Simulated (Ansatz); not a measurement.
Correlation energies of `[NH]=[Nb]([NH2])([OH])[F]` by basis set

```xyz
9

N     0.851    0.254    1.434
Nb    0.422   -0.221   -0.189
N    -0.870    1.150   -0.749
O    -0.395   -1.938   -0.201
F     1.935   -0.236   -1.322
H     1.221    0.478    2.345
H    -1.385    1.097   -1.618
H    -1.162    1.952   -0.213
H    -0.617   -2.536    0.513
```

Charge 0, multiplicity 1. Correlated methods include outer-core shells of Nb, which these sets cover unevenly. Nb takes the def2 core potential. All single points use the PBE0-D4/def2-TZVP geometry. It is one conformer, not always the lowest. Frozen core, restricted reference, Ansatz.

```json
{"basis": "def2-SVP", "HF (Eh)": "-341.82248", "MP2 corr.": "-1.06108", "CCSD corr.": "-1.05054", "(T)": "-0.04182", "CCSD(T) total": "-342.91484"}
{"basis": "def2-TZVPP", "HF (Eh)": "-342.20070", "MP2 corr.": "-1.39786", "CCSD corr.": "-1.37297", "(T)": "-0.06732", "CCSD(T) total": "-343.64099"}
{"basis": "def2-QZVPP", "HF (Eh)": "-342.21858", "MP2 corr.": "-1.51871", "CCSD corr.": "–", "(T)": "–", "CCSD(T) total": "–"}
```
